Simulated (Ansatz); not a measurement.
C3H10Si2 (`[SiH3]CC1C[SiH2]1`) at its PBE0-D4/def2-TZVP geometry, where that method's forces vanish. Total charge 0; spin multiplicity 1.

```csv
atom,x (Å),y (Å),z (Å)
Si1,0.788,-2.062,0.461
C2,0.565,-0.594,-0.697
C3,-0.627,0.259,-0.316
C4,-0.489,1.181,0.914
Si5,-0.736,2.076,-0.686
H6,-0.445,-2.895,0.457
H7,1.935,-2.911,0.035
H8,1.037,-1.605,1.855
H9,1.485,0.001,-0.686
H10,0.461,-0.968,-1.721
H11,-1.574,-0.276,-0.344
H12,0.497,1.208,1.369
H13,-1.287,1.147,1.648
H14,-2.041,2.705,-0.980
H15,0.432,2.736,-1.309
```

Q: For each bond, give half the difference of the two atoms' forces along it (eV/Å; positive pushes the atoms apart) under PBE-D4, r2SCAN-D4, B3LYP-D4, ωB97M-V in def2-TZVPP. (Estimate.)

A: Computed: 
```json
{"bond": "Si1–C2", "length (Å)": "1.883", "PBE-D4": "0.03", "r2SCAN-D4": "0.01", "B3LYP-D4": "0.09", "ωB97M-V": "0.00"}
{"bond": "Si1–H6", "length (Å)": "1.489", "PBE-D4": "0.07", "r2SCAN-D4": "-0.03", "B3LYP-D4": "-0.07", "ωB97M-V": "-0.10"}
{"bond": "Si1–H7", "length (Å)": "1.489", "PBE-D4": "0.06", "r2SCAN-D4": "-0.03", "B3LYP-D4": "-0.09", "ωB97M-V": "-0.11"}
{"bond": "Si1–H8", "length (Å)": "1.488", "PBE-D4": "0.07", "r2SCAN-D4": "-0.03", "B3LYP-D4": "-0.08", "ωB97M-V": "-0.10"}
{"bond": "C2–C3", "length (Å)": "1.514", "PBE-D4": "-0.06", "r2SCAN-D4": "0.09", "B3LYP-D4": "0.14", "ωB97M-V": "0.23"}
{"bond": "C2–H9", "length (Å)": "1.096", "PBE-D4": "0.12", "r2SCAN-D4": "-0.02", "B3LYP-D4": "-0.07", "ωB97M-V": "-0.07"}
{"bond": "C3–C4", "length (Å)": "1.543", "PBE-D4": "0.07", "r2SCAN-D4": "0.11", "B3LYP-D4": "0.20", "ωB97M-V": "0.15"}
{"bond": "C3–Si5", "length (Å)": "1.857", "PBE-D4": "0.22", "r2SCAN-D4": "0.09", "B3LYP-D4": "0.12", "ωB97M-V": "-0.02"}
{"bond": "C3–H11", "length (Å)": "1.089", "PBE-D4": "0.09", "r2SCAN-D4": "-0.07", "B3LYP-D4": "-0.14", "ωB97M-V": "-0.13"}
{"bond": "C4–Si5", "length (Å)": "1.849", "PBE-D4": "0.20", "r2SCAN-D4": "0.13", "B3LYP-D4": "0.21", "ωB97M-V": "0.09"}
{"bond": "C4–H12", "length (Å)": "1.087", "PBE-D4": "0.08", "r2SCAN-D4": "-0.05", "B3LYP-D4": "-0.11", "ωB97M-V": "-0.08"}
{"bond": "C4–H13", "length (Å)": "1.085", "PBE-D4": "0.07", "r2SCAN-D4": "-0.05", "B3LYP-D4": "-0.11", "ωB97M-V": "-0.09"}
{"bond": "Si5–H14", "length (Å)": "1.479", "PBE-D4": "-0.01", "r2SCAN-D4": "-0.06", "B3LYP-D4": "-0.12", "ωB97M-V": "-0.11"}
{"bond": "Si5–H15", "length (Å)": "1.479", "PBE-D4": "0.00", "r2SCAN-D4": "-0.05", "B3LYP-D4": "-0.11", "ωB97M-V": "-0.10"}
```

B3LYP here is the variant with VWN-RPA as its local correlation; programs differ in this.
